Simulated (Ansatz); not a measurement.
```xyz
12

Si    1.9896    1.1585    0.0432
C     0.5588    0.0085    0.3672
C    -0.5582   -0.0094   -0.3680
Si   -1.9896   -1.1584   -0.0431
H     3.2331    0.3861   -0.2246
H     1.6674    2.0057   -1.1350
H     2.2428    2.0263    1.2254
H     0.6380   -0.6878    1.2038
H    -0.6375    0.6869   -1.2046
H    -2.2486   -2.0217   -1.2273
H    -1.6648   -2.0100    1.1312
H    -3.2309   -0.3847    0.2317
```

The species carries charge 0 and has multiplicity 1.

Task: List the ωB97M-V/def2-TZVPP orbital energies in eV (Ansatz 0.2.0). (Estimate.)

Result: Ansatz gave: Occupied: -1806.87, -1806.87, -281.72, -281.70, -147.97, -147.97, -102.08, -102.08, -102.08, -102.08, -102.07, -102.07, -24.40, -19.44, -17.48, -17.46, -14.12, -13.77, -12.54, -12.11, -12.05, -11.92, -10.64, -10.25. Lowest empty: 1.09, 2.18, 2.40, 2.95, 3.01, 3.14, 3.41, 3.43.
